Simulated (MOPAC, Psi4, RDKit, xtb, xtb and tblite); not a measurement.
Two geometries of SMILES CC(=O)CB(O)O (C3H7BO3), relaxed at GFN2-xTB with one dihedral held; other torsions can differ between them too.

Structure A

```
14

C      1.6938    -0.8165    -0.1820
C      1.1542     0.5250     0.2369
O      1.7167     1.5647    -0.0067
C     -0.1656     0.4753     0.9619
B     -1.3879     0.3447    -0.0847
O     -1.2875    -0.5342    -1.0997
O     -2.5201     1.0820     0.0134
H      1.9524    -1.3984     0.7002
H      0.9207    -1.3484    -0.7301
H      2.5772    -0.6909    -0.8019
H     -0.1802    -0.3917     1.6218
H     -0.2726     1.3787     1.5634
H     -2.0477    -0.5495    -1.6831
H     -2.5706     1.7274     0.7159
```

Structure B

```
14

C     -1.9050    -0.0017     0.0642
C     -0.7763    -0.9432    -0.2676
O     -0.8643    -1.7936    -1.1187
C      0.4841    -0.7258     0.5271
B      1.3290     0.5522     0.0198
O      0.7553     1.4575    -0.7911
O      2.6200     0.7500     0.3893
H     -1.5664     1.0153    -0.1162
H     -2.1771    -0.0939     1.1130
H     -2.7689    -0.2184    -0.5579
H      1.1026    -1.6221     0.4524
H      0.2271    -0.5746     1.5768
H      1.3345     2.1721    -1.0609
H      3.0263     0.0927     0.9508
```

### Question
Which is lower in energy at the level PBE0-D3(BJ)/def2-TZVP // GFN2-xTB (Psi4 1.11), and by how much?

### Answer
A is lower, by 0.37 kcal/mol (dihedral C2–C4–B5–O6: 45° in A, 15° in B).

E(B) − E(A) in kcal/mol at the other levels, on the same two geometries: GFN2-xTB (xtb and tblite) 0.85; PBE0/def2-TZVP // GFN2-xTB (Psi4) 0.36; PBE/def2-TZVP // GFN2-xTB (Psi4) 0.46; PBE-D3(BJ)/def2-TZVP // GFN2-xTB (Psi4) 0.47; UFF // GFN2-xTB (RDKit) -0.29; PM6, restricted, heats of formation // GFN2-xTB (MOPAC) 0.38; PM3, restricted, heats of formation // GFN2-xTB (MOPAC) 0.08; GFN1-xTB // GFN2-xTB (xtb) 0.88.
